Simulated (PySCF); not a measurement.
$^{17}$O chemical shifts

- structure optimised with GFN2-xTB
- shielding tensors at PBE0/pcSseg-1 (GIAO)
- code: PySCF
- rapidly exchanging positions averaged, no solvent model, non-relativistic Hamiltonian, a single conformation

Shieldings were converted by a linear fit to measured shifts: $^{17}$O: δ = 266.70 − 0.911σ (rms 10.7 ppm, 155 shifts, 12.2 ppm with the 3 outliers that the fit left out vs liquid water, solution or neat liquid). Occasional misses reach two or three times the rms, and more in compound classes unlike the fitted ones.

Question: Give the $^{17}$O shifts of `COC1=C[C@@H](OC)C=CO1`, `CCC(=O)F`, `CCO[SiH2]Cl`, `CC(=O)OC(=O)CC1CC1`.

Answer: 
```csv
compound,environment,δ (ppm)
[CH3:1][O:2][C:3]1=[CH:4][C@@H:5]([O:6][CH3:7])[CH:8]=[CH:9][O:10]1,O10: ether oxygen,130.1
[CH3:1][O:2][C:3]1=[CH:4][C@@H:5]([O:6][CH3:7])[CH:8]=[CH:9][O:10]1,O2: ether oxygen,50.5
[CH3:1][O:2][C:3]1=[CH:4][C@@H:5]([O:6][CH3:7])[CH:8]=[CH:9][O:10]1,O6: ether oxygen,28.6
CCC(=O)F,carbonyl oxygen,379.2
CCO[SiH2]Cl,"oxygen bonded to C, Si",18.1
[CH3:1][C:2](=[O:3])[O:4][C:5](=[O:6])[CH2:7][CH:8]1[CH2:9][CH2:10]1,O3: ester carbonyl oxygen,418.5
[CH3:1][C:2](=[O:3])[O:4][C:5](=[O:6])[CH2:7][CH:8]1[CH2:9][CH2:10]1,O6: ester carbonyl oxygen,404.7
[CH3:1][C:2](=[O:3])[O:4][C:5](=[O:6])[CH2:7][CH:8]1[CH2:9][CH2:10]1,O4: ester alkoxy oxygen,245.6
```

Question: Order these by $^{17}$O shift, lowest first.
A. C[C@]1(NC=O)[C@@H]2C[C@@H]21
B. N[C@@H]1CC=CC(=O)C1
C. CCCOCCC

Answer: C (11.5 ppm, ether oxygen), A (350.5 ppm, amide-type carbonyl oxygen), B (595.7 ppm, ketone oxygen).

In solution the two oxygens of a carboxylic acid give one averaged line by proton exchange, and hydrogen bonding shields acid and N–H amide carbonyl oxygens by tens of ppm; neither is in these numbers.
